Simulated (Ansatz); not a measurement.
`C[Si](C)(C)C#Cc1ccc(-c2ccc(-c3ccc(-c4ccc(-c5ccc(-c6ccc(C#C[Si](C)(C)C)nc6)nc5)nc4)nc3)nc2)nc1`. Charge 0, multiplicity 1. Geometry r2SCAN-D4/def2-SVP; atoms count from 1.

Cartesian coordinates in Å:
```
C -14.427 0.905 9.070
Si -13.115 2.197 9.443
C -12.742 2.245 11.284
C -13.659 3.887 8.832
C -11.567 1.724 8.553
C -10.540 1.399 7.962
C -9.353 1.024 7.281
C -8.473 0.048 7.791
C -7.326 -0.276 7.079
C -7.060 0.372 5.856
C -5.861 0.076 5.048
C -4.964 -0.965 5.341
C -3.855 -1.172 4.530
C -3.646 -0.335 3.417
C -2.491 -0.496 2.512
C -1.590 -1.572 2.586
C -0.520 -1.642 1.702
C -0.351 -0.625 0.742
C 0.768 -0.620 -0.222
C 0.818 0.335 -1.254
C 1.878 0.329 -2.150
C 2.895 -0.639 -2.013
C 4.054 -0.718 -2.924
C 5.086 -1.644 -2.681
C 6.173 -1.708 -3.541
C 6.230 -0.842 -4.653
C 7.357 -0.849 -5.608
C 8.452 -1.726 -5.506
C 9.470 -1.665 -6.447
C 9.380 -0.720 -7.491
C 10.417 -0.640 -8.470
C 11.326 -0.604 -9.296
Si 12.664 -0.519 -10.564
C 12.482 -1.998 -11.710
C 14.323 -0.574 -9.682
C 12.475 1.086 -11.519
N 8.337 0.129 -7.603
C 7.372 0.056 -6.693
N 5.241 0.041 -4.891
C 4.205 0.096 -4.065
N 2.856 -1.546 -1.018
C 1.840 -1.533 -0.166
N -1.221 0.400 0.656
C -2.242 0.458 1.500
N -4.502 0.666 3.133
C -5.558 0.859 3.911
N -7.898 1.309 5.371
C -8.991 1.621 6.049
H -15.370 1.150 9.588
H -14.637 0.850 7.990
H -14.108 -0.096 9.403
H -13.644 2.521 11.856
H -12.398 1.264 11.647
H -11.957 2.984 11.513
H -14.583 4.205 9.342
H -12.887 4.649 9.025
H -13.857 3.875 7.749
H -8.699 -0.442 8.743
H -6.639 -1.024 7.482
H -5.125 -1.624 6.198
H -3.157 -1.977 4.770
H -1.721 -2.369 3.323
H 0.168 -2.488 1.753
H 0.012 1.069 -1.323
H 1.917 1.075 -2.946
H 5.004 -2.297 -1.809
H 6.972 -2.425 -3.344
H 8.518 -2.459 -4.697
H 10.333 -2.334 -6.394
H 13.265 -1.986 -12.487
H 12.570 -2.946 -11.155
H 11.503 -1.992 -12.214
H 14.433 0.274 -8.987
H 15.151 -0.527 -10.409
H 14.435 -1.503 -9.100
H 12.557 1.958 -10.852
H 11.493 1.136 -12.018
H 13.256 1.174 -12.293
H 6.532 0.750 -6.800
H 3.438 0.835 -4.329
H 1.886 -2.292 0.625
H -2.930 1.305 1.402
H -6.231 1.682 3.650
H -9.644 2.390 5.614
```

Single mean-field runs in def2-SVP are fitted with def2-universal-jkfit.

(1) Estimate the Mulliken populations of the heavy atoms from the PBE0/def2-SVP orbitals of Ansatz.

(2) And the Mayer bond orders between heavy atoms (over 0.3, the first 40 of 53)?

Answers

(1) 
```tsv
atom	charge (e)
C1	-0.32
Si2	0.52
C3	-0.32
C4	-0.32
C5	-0.39
C6	0.15
C7	-0.13
C8	0.08
C9	-0.05
C10	0.05
C11	-0.03
C12	0.02
C13	-0.04
C14	0.05
C15	-0.03
C16	0.02
C17	-0.04
C18	0.05
C19	-0.04
C20	0.05
C21	-0.04
C22	0.05
C23	-0.04
C24	0.05
C25	-0.04
C26	0.05
C27	-0.03
C28	0.01
C29	0.02
C30	-0.06
C31	0.21
C32	-0.40
Si33	0.52
C34	-0.32
C35	-0.32
C36	-0.32
N37	-0.15
C38	0.08
N39	-0.17
C40	0.05
N41	-0.17
C42	0.05
N43	-0.17
C44	0.09
N45	-0.17
C46	0.09
N47	-0.17
C48	0.10
```
Mulliken values depend strongly on the basis.

(2) C1–Si2 1.03 (1.88 Å); Si2–C3 1.03 (1.88 Å); Si2–C4 1.03 (1.88 Å); Si2–C5 0.84 (1.85 Å); C5–C6 2.75 (1.23 Å); C6–C7 0.98 (1.42 Å); C7–C8 1.36 (1.41 Å); C7–C48 1.30 (1.42 Å); C8–C9 1.43 (1.39 Å); C9–C10 1.35 (1.41 Å); C10–C11 1.02 (1.48 Å); C10–N47 1.49 (1.35 Å); C11–C12 1.38 (1.41 Å); C11–C46 1.33 (1.41 Å); C12–C13 1.45 (1.39 Å); C13–C14 1.35 (1.41 Å); C14–C15 1.02 (1.48 Å); C14–N45 1.50 (1.35 Å); C15–C16 1.37 (1.41 Å); C15–C44 1.33 (1.41 Å); C16–C17 1.45 (1.39 Å); C17–C18 1.35 (1.41 Å); C18–C19 1.02 (1.48 Å); C18–N43 1.51 (1.35 Å); C19–C20 1.38 (1.41 Å); C19–C42 1.33 (1.41 Å); C20–C21 1.42 (1.39 Å); C21–C22 1.35 (1.41 Å); C22–C23 1.02 (1.48 Å); C22–N41 1.50 (1.35 Å); C23–C24 1.38 (1.41 Å); C23–C40 1.33 (1.41 Å); C24–C25 1.42 (1.39 Å); C25–C26 1.34 (1.41 Å); C26–C27 1.02 (1.48 Å); C26–N39 1.50 (1.35 Å); C27–C28 1.38 (1.41 Å); C27–C38 1.33 (1.41 Å); C28–C29 1.43 (1.39 Å); C29–C30 1.36 (1.41 Å).
